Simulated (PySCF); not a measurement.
Electrostatic potential from atomic charges

Species: `Cc1ccpc(C)p1`. Coordinates (GFN2-xTB, Å) and charges (e) from the PBE0/pcSseg-1 density (PySCF):

```csv
atom,x,y,z,Mulliken,IAO,Hirshfeld,ESP-fitted
C1,-2.278,-1.412,0.153,-0.1658,-0.4214,-0.1204,-0.5157
C2,-1.125,-0.456,0.007,-0.5483,-0.1878,-0.0393,+0.5346
C3,-1.407,0.855,-0.335,-0.0034,-0.1326,-0.0461,-0.6382
C4,-0.506,1.887,-0.497,-0.3707,-0.3686,-0.1034,+0.0963
P5,1.217,1.861,-0.319,+0.4828,+0.3657,+0.0854,-0.2621
C6,1.552,0.204,0.097,-0.7857,-0.4258,-0.1010,+0.3717
C7,3.012,-0.134,0.283,-0.1614,-0.4166,-0.1283,-0.5334
P8,0.456,-1.131,0.312,+0.5230,+0.3499,+0.0876,-0.3436
H9,-2.921,-1.377,-0.725,+0.1341,+0.1538,+0.0486,+0.1377
H10,-2.883,-1.144,1.021,+0.1402,+0.1574,+0.0490,+0.1437
H11,-1.922,-2.432,0.287,+0.1216,+0.1507,+0.0412,+0.1539
H12,-2.454,1.095,-0.490,+0.0947,+0.1462,+0.0494,+0.2389
H13,-0.910,2.858,-0.765,+0.1362,+0.1657,+0.0464,+0.1344
H14,3.134,-1.006,0.926,+0.1274,+0.1502,+0.0411,+0.1641
H15,3.557,0.705,0.715,+0.1310,+0.1529,+0.0428,+0.1532
H16,3.470,-0.363,-0.681,+0.1444,+0.1605,+0.0469,+0.1645
```

Points outside the species (Å): A (5.3, 7.9, -0.6); B (0.6, -1.3, 4.8); C (1.5, 6.6, -6.5).

**Question.** Find the potential V = 14.3996 V·Å × Σ q/r of each set of charges at these points.

**Answer.** In volts:

```
point  nearest atom  distance (Å)  Mulliken     IAO  Hirshfeld  ESP-fitted
    A            P5          7.30    +0.031  +0.027     -0.004      -0.050
    B            P8          4.49    -0.114  -0.084     -0.025      -0.107
    C           H13          7.26    -0.030  -0.006     -0.008      -0.024
```

**Question.** How far are the other sets from the ESP-fitted one at these points?

**Answer.** Root-mean-square difference: Mulliken 0.047 V, IAO 0.048 V, Hirshfeld 0.055 V. The ESP scheme is a least-squares fit of atom-centred charges to the potential on four shells outside the van der Waals surface, with the total charge fixed.

**Question.** What energy would a point charge of -1 e have at B in the field of the ESP charges, leaving out polarisation?

**Answer.** +0.107 eV = +10.4 kJ/mol, a repulsion.

Geometry: GFN2-xTB; no solvent, vibrations or thermal averaging.
